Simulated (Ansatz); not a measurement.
Reaction (redistribution): `[F][Mg][F]` + `[NH2][W]([NH2])(=[O])=[S]` → `[NH2][Mg][F]` + `[NH2][W](=[O])([F])=[S]`

Program: Ansatz. Geometries: PBE0-D4/def2-TZVP. ΔE: electronic, gas phase. CCSD(T)/CBS is the MP2 limit (def2-TZVPP, def2-QZVPP) plus CCSD(T) − MP2 in def2-TZVPP, frozen cores. Functionals use def2-TZVPP. HSE06 is defined as in plane-wave codes. def2 core potentials past Kr. For Mg, W outer-core shells are correlated without core-valence functions, which leaves a few kJ/mol of doubt a bond. Each species was taken in one conformer, which may not be the lowest.

```csv
level,ΔE (kcal/mol),difference from CCSD(T)/CBS
PBE0-D4,15.1,-1.7
r2SCANh-D4,14.3,-2.5
BHLYP-D4,15.9,-0.9
ωB97X-V,14.3,-2.5
B2PLYP,14.6,-2.2
PBE0,14.4,-2.4
HSE06,14.4,-2.4
RPA@PBE/def2-TZVPP,14.3,-2.5
MP2/def2-SVP,18.8,2.0
CCSD(T)/def2-SVP,18.1,1.3
HF/def2-TZVPP,15.3,-1.5
SCS-MP2/def2-TZVPP,15.8,-1.0
CCSD(T)/def2-TZVPP,15.6,-1.2
HF/def2-QZVPP,16.2,-0.6
SCS-MP2/def2-QZVPP,16.8,0.0
HF/CBS(def2),16.3,-0.5
CCSD(T)/CBS,16.8,0
```

Question: What do rigid-rotor, harmonic-oscillator terms from PBE0-D4/def2-TZVP frequencies (298.15 K, 1 bar) make of the CCSD(T)/CBS value? (An estimate is asked.)

Answer: Ansatz gave: ΔZPE = -0.5 kcal/mol, ΔH = +16.3 kcal/mol, ΔS = 13 J/(mol·K), ΔG = +15.3 kcal/mol.

Largest T1 diagnostic among the species: 0.022, so the coupled-cluster value is less sure than usual.

From r2SCAN to r2SCAN0 (25 % exact exchange), in def2-TZVPP and without D4, ΔE moves by +1.3 kcal/mol. At CCSD(T), def2-SVP lies +1.3 kcal/mol from the extrapolated value and def2-TZVPP −1.2 kcal/mol.
